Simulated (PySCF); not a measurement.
Ge(SH)2 (GeH2S2), SMILES [SH][Ge][SH] (connectivity only; charge and spin as stated), neutral, multiplicity 1.

The structure is a stationary point at PBE0-D3(BJ)/def2-TZVP. One conformer was computed; it need not be the lowest.

These are M06-2X/def2-TZVPD (PySCF) values and carry that method's errors.

The molecule is in vacuum.

Computed frontier levels, gap, dipole moment and polarisability:
```
Quantity                                                                                                        Result
---------------------------------------------------------------------------------------------  -----------------------
highest occupied level                                                                                        -8.15 eV
lowest empty level                                                                                            -1.51 eV
orbital gap                                                                                                    6.64 eV
dipole moment                                                                                                   1.93 D
quadrupole, principal values (traceless, Buckingham form, about the centre of nuclear charge)   -3.33, -1.84, 5.17 D·Å
mean static polarisability                                                                       79.9 bohr³ (11.83 Å³)
polarisability, principal values                                                               59.6, 77.2, 102.8 bohr³
```
